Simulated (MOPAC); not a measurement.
Input for MOPAC: AM1 on CH4SSn (SMILES [CH3][Sn][SH]), a point of a torsion scan.

```
AM1 1SCF PRECISE CHARGE=0 THREADS=1
CH4SSn

C     -1.19972948 1     0.01271808 1    -0.00700139 1
Sn     0.45194189 1     1.55589656 1     0.16302959 1
S     -0.64027337 1     3.29786044 1    -1.15626358 1
H     -0.82237935 1    -0.89246726 1    -0.48875332 1
H     -2.07413179 1     0.34102608 1    -0.56976070 1
H     -1.54363257 1    -0.28489765 1     0.98645920 1
H     -1.76383280 1     2.67456433 1    -1.46005832 1
```

Output:

```
*******************************************************************************
 **                                                                           **
 **                              MOPAC v23.2.5                                **
 **                                                                           **
 *******************************************************************************
 ** MOPAC's Digital Object Identifier: https://doi.org/10.5281/zenodo.6511958 **
 **                                                                           **
 ** Please cite the open-source release paper for use of this MOPAC version:  **
 ** J. E. Moussa and J. J. P. Stewart (2026)                                  **
 ** MOPAC: An open-source semiempirical molecular orbital program             **
 ** J. Open Source Softw., 11(119), 8025, https://doi.org/10.21105/joss.08025 **
 *******************************************************************************

                              AM1 CALCULATION RESULTS

 *******************************************************************************
 *  AM1        - The AM1 Hamiltonian to be used
 *
 *
 *
 *                 CHARGE ON SYSTEM = 0
 *
 *
 *
 *  PRECISE    - TIGHTER CRITERIA TO BE USED
 *  1SCF       - DO 1 SCF AND THEN STOP
 *  THREADS=1  - MULTI-THREADING NOT USED
 *  T=         - A TIME OF 172800.0 SECONDS REQUESTED
 *  DUMP=N     - RESTART FILE WRITTEN EVERY 7200.0 SECONDS REQUESTED
 *******************************************************************************
AM1 1SCF PRECISE CHARGE=0 THREADS=1
 CH4SSn

   ATOM   CHEMICAL          X               Y               Z
  NUMBER   SYMBOL      (ANGSTROMS)     (ANGSTROMS)     (ANGSTROMS)

     1       C         -1.19972948  *   0.01271808  *  -0.00700139  *
     2      Sn          0.45194189  *   1.55589656  *   0.16302959  *
     3       S         -0.64027337  *   3.29786044  *  -1.15626358  *
     4       H         -0.82237935  *  -0.89246726  *  -0.48875332  *
     5       H         -2.07413179  *   0.34102608  *  -0.56976070  *
     6       H         -1.54363257  *  -0.28489765  *   0.98645920  *
     7       H         -1.76383280  *   2.67456433  *  -1.46005832  *



          CARTESIAN COORDINATES

    NO.       ATOM           X           Y           Z

     1         C         -1.1997      0.0127     -0.0070
     2        Sn          0.4519      1.5559      0.1630
     3         S         -0.6403      3.2979     -1.1563
     4         H         -0.8224     -0.8925     -0.4888
     5         H         -2.0741      0.3410     -0.5698
     6         H         -1.5436     -0.2849      0.9865
     7         H         -1.7638      2.6746     -1.4601

  H: (AM1): M.J.S. DEWAR ET AL, J. AM. CHEM. SOC. 107 3902-3909 (1985)
  C: (AM1): M.J.S. DEWAR ET AL, J. AM. CHEM. SOC. 107 3902-3909 (1985)
  S: (AM1): M.J.S. DEWAR, Y-C YUAN, INORGANIC CHEMISTRY, 29, 3881:3890,  (1990)
 Sn: (AM1): J. J. P. STEWART, J. MOL. MOD., 10, 155-164 (2004)

           Empirical Formula: C H4 Sn S  =     7 atoms



      MOLECULAR POINT GROUP   :   Cs


      RHF CALCULATION, NO. OF DOUBLY OCCUPIED LEVELS = 9


 -------------------------------------------------------------------------------
 AM1 1SCF PRECISE CHARGE=0 THREADS=1
 CH4SSn



     1SCF WAS SPECIFIED, SO BFGS WAS NOT USED
     SCF FIELD WAS ACHIEVED


                              AM1 CALCULATION
                                                       MOPAC v23.2.5 Linux




          FINAL HEAT OF FORMATION =         12.18506 KCAL/MOL =      50.98229 KJ/MOL


          COSMO AREA              =        126.38 SQUARE ANGSTROMS
          COSMO VOLUME            =        119.80 CUBIC ANGSTROMS

          IONIZATION POTENTIAL    =          8.657188 EV
          HOMO LUMO ENERGIES (EV) =         -8.657 -1.527
          NO. OF FILLED LEVELS    =          9
          MOLECULAR WEIGHT        =        166.7926         POINT GROUP:  Cs

          MOLECULAR DIMENSIONS (Angstroms)

            Atom       Atom       Distance
            H     6    S     3     4.27124
           Sn     2    H     7     2.67337
            H     4    S     3     1.70272


          SCF CALCULATIONS        =          1





   ATOM   CHEMICAL          X               Y               Z
  NUMBER   SYMBOL      (ANGSTROMS)     (ANGSTROMS)     (ANGSTROMS)

     1       C         -1.19972948  *   0.01271808  *  -0.00700139  *
     2      Sn          0.45194189  *   1.55589656  *   0.16302959  *
     3       S         -0.64027337  *   3.29786044  *  -1.15626358  *
     4       H         -0.82237935  *  -0.89246726  *  -0.48875332  *
     5       H         -2.07413179  *   0.34102608  *  -0.56976070  *
     6       H         -1.54363257  *  -0.28489765  *   0.98645920  *
     7       H         -1.76383280  *   2.67456433  *  -1.46005832  *

                             CARTESIAN COORDINATES

   1    C       -1.199729480     0.012718080    -0.007001390
   2   Sn        0.451941890     1.555896560     0.163029590
   3    S       -0.640273370     3.297860440    -1.156263580
   4    H       -0.822379350    -0.892467260    -0.488753320
   5    H       -2.074131790     0.341026080    -0.569760700
   6    H       -1.543632570    -0.284897650     0.986459200
   7    H       -1.763832800     2.674564330    -1.460058320


           Empirical Formula: C H4 Sn S  =     7 atoms



      MOLECULAR POINT GROUP   :   Cs


                  EIGENVALUES
 -28.62247 -18.84668 -15.38242 -13.24619 -13.16048 -12.87827 -10.05953  -9.69829
  -8.65719  -1.52655  -1.11578   1.06590   1.98372   4.85363   4.89347   5.68901


              NET ATOMIC CHARGES AND DIPOLE CONTRIBUTIONS

  ATOM NO.   TYPE          CHARGE      No. of ELECS.   s-Pop       p-Pop
    1          C          -0.606249        4.6062     1.27273     3.33352
    2         Sn           0.708877        3.2911     1.94304     1.34808
    3          S          -0.404116        6.4041     1.90650     4.49762
    4          H           0.074988        0.9250     0.92501
    5          H           0.067928        0.9321     0.93207
    6          H           0.075145        0.9249     0.92486
    7          H           0.083426        0.9166     0.91657
 DIPOLE           X         Y         Z       TOTAL
 POINT-CHG.     4.038    -0.382     2.229     4.628
 HYBRID        -3.603    -2.078    -0.936     4.264
 SUM            0.435    -2.460     1.293     2.813


          ATOMIC ORBITAL ELECTRON POPULATIONS

     Atom    s        px        py        pz
    1  C   1.27273   1.14876   1.16631   1.01844
    2 Sn   1.94304   0.54799   0.47965   0.32044
    3  S   1.90650   1.30196   1.48895   1.70671
    4  H   0.92501
    5  H   0.93207
    6  H   0.92486
    7  H   0.91657

 **********************
 *                    *
 * JOB ENDED NORMALLY *
 *                    *
 **********************




 == MOPAC DONE ==
```

The run finished.

Cost: very roughly 0.020 core-seconds.
